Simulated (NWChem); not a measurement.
Ionisation of Cl₂Se

SMILES: Cl[Se]Cl
```xyz
3

Se     0.0000     0.0000     0.6872
Cl    -1.7155     0.0000    -0.6872
Cl     1.7155     0.0000    -0.6872
```
Charge 0, spin multiplicity 1.

Everything below was run with NWChem. The geometry was optimised at B3LYP/def2-SVP, a minimum by its harmonic frequencies.

Basis set: def2-TZVP. The species with one electron less has spin multiplicity 2 and keeps the geometry of the parent. Δ marks differences of total energies (open shells unrestricted). −ε marks an orbital energy of the parent. That orbital need not have the symmetry of the hole or added electron in the Δ rows.

The Hamiltonian is non-relativistic. B3LYP has NWChem's definition, with VWN1-RPA local correlation. The structure started from a generated list of species. No SCF solution was tested for a lower state.

**Question.** One of these methods gave a first vertical ionisation energy of 10.01 eV. Which?
A. −ε(HOMO) of HF
B. ΔB3LYP
C. G0W0@PBE
D. −ε(HOMO) of B3LYP

**Answer.** A, −ε(HOMO) of HF. The others give 9.36 (ΔB3LYP), 8.77 (G0W0@PBE), 6.88 (−ε(HOMO) of B3LYP).
